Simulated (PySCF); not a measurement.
Computed shifts of a molecule CH₅FO₂Si₂, KT2/pcSseg-1 (PySCF), GIAO, gas phase, atoms alike by connectivity averaged where their shifts nearly agree, in ppm (number of nuclei): ¹⁹F: -188.7 (1). ²⁹Si: 2.3 (1), -37.9 (1). ¹³C: 101.7 (1). ¹H: 6.03 (2), 5.92 (1), 5.34 (1), 5.20 (1). References: ¹⁹F against CFCl3 (σ = 127.1 ppm); ²⁹Si against TMS (σ = 361.9 ppm); ¹⁷O against H2O (σ = 330.4 ppm); ¹³C against TMS (σ = 185.1 ppm); ¹H against TMS (σ = 31.47 ppm), references at their B3LYP-D3(BJ)/def2-TZVP geometries, non-relativistic. Coordinates come from a PBE0-D3(BJ)/def2-SVP optimisation. One conformer was computed; it need not be the lowest.

### Question
Which molecule gave these data?
A) F[Si@H]1OCO[SiH2]1
B) FC[SiH]1O[SiH2]O1
C) C[Si]1(F)O[SiH2]O1
D) F[Si@@H]1CO[SiH2]O1

### Answer
A, F[Si@H]1OCO[SiH2]1
